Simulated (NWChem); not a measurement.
System: tert-butyl chloride (C$_{4}$H$_{9}$Cl); SMILES CC(Cl)(C)C

Program: NWChem. The level has its own optimisation; frequencies are unscaled.

Question: What does the run give for Hartree-Fock/STO-3G? Quantities: r C–C (Å); r C–Cl (Å); highest harmonic frequency (cm⁻¹); lowest (cm⁻¹); zero-point energy (kcal/mol); dipole (D).

Answer: 
- r C–C (Å): 1.547
- r C–Cl (Å): 1.843
- highest harmonic frequency (cm⁻¹): 3768
- lowest (cm⁻¹): 236
- zero-point energy (kcal/mol): 91.7
- dipole (D): 2.78
